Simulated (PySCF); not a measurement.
Job file and geometry (Å, from GFN2-xTB) of an NMR shielding run on `CC[O+](CC(Cl)Cl)[AlH2-][Cl]`, C4H10AlCl3O, PySCF 2.14.0, density-fitted response routines, GIAO PBE0/pcSseg-1 NMR shielding, non-relativistic, gas phase; density fitting, a coarse starting grid and PySCF grid level 2 are the driver's defaults:

```
$ OMP_NUM_THREADS=1 python probes_run.py task.json out

{"job": {"kind": "nmr", "xc": "PBE0", "basis": "pcSseg-1"}, "charge": 0, "multiplicity": 1}
C      2.220029    -0.459348     0.652846
C      1.230484    -0.024614    -0.415948
O     -0.050880     0.275006     0.136776
C     -0.904185    -0.810389     0.393821
C     -1.722776    -1.151687    -0.851081
Cl    -2.868941    -2.444367    -0.463967
Cl    -2.563474     0.325572    -1.367457
Al    -0.663332     2.118341     0.161822
Cl     0.836968     3.038211     1.221680
H      3.203307    -0.583693     0.208820
H      2.277328     0.307295     1.421656
H      1.927769    -1.400651     1.113175
H      1.129526    -0.780473    -1.201026
H      1.561243     0.914974    -0.870187
H     -0.343168    -1.686574     0.733341
H     -1.588778    -0.485973     1.183403
H     -1.108881    -1.496855    -1.686068
H     -1.968507     1.905877     0.979708
H     -0.613535     2.448597    -1.358777
```

Problem. Write the output of this run.

Solution. 
```
coarse grid: 18128 points
cycle   1  E = -1855.6693824648  dE =  9.862e-01  |g| = 5.990e-01  |ddm| = 3.821e+00
cycle   2  E = -1855.6044534557  dE =  6.493e-02  |g| = 8.402e-01  |ddm| = 1.316e+00
cycle   3  E = -1855.7535761841  dE = -1.491e-01  |g| = 1.000e-01  |ddm| = 7.514e-01
cycle   4  E = -1855.7556138632  dE = -2.038e-03  |g| = 3.750e-02  |ddm| = 1.172e-01
cycle   5  E = -1855.7559230808  dE = -3.092e-04  |g| = 5.520e-03  |ddm| = 3.686e-02
cycle   6  E = -1855.7559296926  dE = -6.612e-06  |g| = 2.094e-03  |ddm| = 6.902e-03
final grid: 156888 points
cycle   7  E = -1855.8170659609  dE = -6.472e-05  |g| = 1.113e-02  |ddm| = 3.375e-02
cycle   8  E = -1855.8170468044  dE =  1.916e-05  |g| = 1.473e-02  |ddm| = 1.624e-02
cycle   9  E = -1855.8170897624  dE = -4.296e-05  |g| = 1.825e-03  |ddm| = 1.019e-02
cycle  10  E = -1855.8170903671  dE = -6.047e-07  |g| = 3.896e-04  |ddm| = 1.801e-03
cycle  11  E = -1855.8170904023  dE = -3.515e-08  |g| = 6.051e-05  |ddm| = 3.472e-04
cycle  12  E = -1855.8170904030  dE = -7.899e-10  |g| = 1.748e-05  |ddm| = 7.695e-05
converged SCF energy = -1855.8170904030

GIAO shielding tensors (ppm)
atom      isotropic    diamagn.    paramagn.     s11        s22        s33       span
  0 C      171.990     248.300     -76.310    152.477    176.131    187.362     34.886
  1 C      117.404     246.039    -128.635     80.522    102.244    169.445     88.923
  2 O      283.686     403.142    -119.456    248.248    300.710    302.100     53.851
  3 C      112.975     243.737    -130.762     83.607    100.924    154.395     70.788
  4 C      104.944     245.892    -140.948     59.394    122.473    132.964     73.570
  5 Cl     726.148    1144.240    -418.091    474.982    670.152   1033.312    558.330
  6 Cl     671.031    1146.870    -475.839    448.508    621.750    942.837    494.329
  7 Al     418.067     794.786    -376.719    382.855    415.610    455.737     72.882
  8 Cl     962.746    1150.095    -187.349    864.166   1002.975   1021.096    156.930
  9 H       30.683      27.702       2.981     26.465     26.770     38.813     12.348
 10 H       29.600      29.524       0.076     23.855     30.173     34.772     10.917
 11 H       30.283      30.122       0.161     25.341     30.013     35.494     10.152
 12 H       28.145      31.578      -3.433     22.276     29.141     33.019     10.744
 13 H       26.913      30.660      -3.747     23.024     26.756     30.959      7.935
 14 H       27.731      30.505      -2.773     21.560     30.478     31.155      9.595
 15 H       27.164      29.180      -2.016     23.123     27.846     30.522      7.399
 16 H       25.788      28.627      -2.839     21.725     25.956     29.683      7.958
 17 H       27.320      29.898      -2.578     22.410     28.795     30.754      8.344
 18 H       27.254      29.879      -2.625     22.546     28.038     31.177      8.631
```

Size and cost of the density-fitted run: 231 basis functions, 110 s wall time on 1 thread of an Arm Neoverse V1, shared host; peak memory 1 GiB.
